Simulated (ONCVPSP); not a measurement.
# molybdenum (Mo): ONCV pseudisation with PBEsol, scalar-relativistic reference atom.

Mo (Z = 42), optimised norm-conserving Vanderbilt (ONCV), made with ONCVPSP 4.0.1 (PBEsol, scalar-relativistic). Core [Ar] 3d10, reference 4s2 4p6 4d4.5 (charge +1.5). Waves: 4s: rc 1.55 bohr, ncon 4, nbas 8, qcut 6.7 1/bohr, local; 4p: rc 1.55 bohr, ncon 4, nbas 7, qcut 10.9 1/bohr, 1 projector; 4d: rc 1.75 bohr, ncon 3, nbas 7, qcut 6.2 1/bohr, 2 projectors, debl 2.8 Ha. Local part: the s channel. Core correction: Teter function, fcfact 5.5, rcfact 1.75.

All-electron outer shells of the reference configuration (PBEsol, scalar-relativistic, ld1.x):

```csv
shell,level (eV),outermost node (bohr),outermost maximum (bohr)
4s,-76.59,0.51,0.99
4p,-50.71,0.52,1.06
4d,-15.38,0.53,1.37
```

Estimate the cutoffs (Ha) at which the residual kinetic energy of the hardest occupied pseudo-wave falls to 1 and 0.1 mHa per electron.

32 Ha and 40 Ha.

What does a ghost test show?

No bound ghost flagged; no localised positive-energy state flagged.

Which valence shell sets the plane-wave cutoff?

4p: 32 Ha for 1 mHa per electron, against 19 Ha for 4s.

Tests: 4s2 4p6 4d5 5s1; 4s2 4p6 4d5; 4s2 4p6 4d4; 4s1 4p6 4d5 5s1. Which has the largest error in its energy relative to the reference configuration, and how large is it?

4s1 4p6 4d5 5s1, with +669 meV (all-electron minus pseudo) on +56.83 eV.
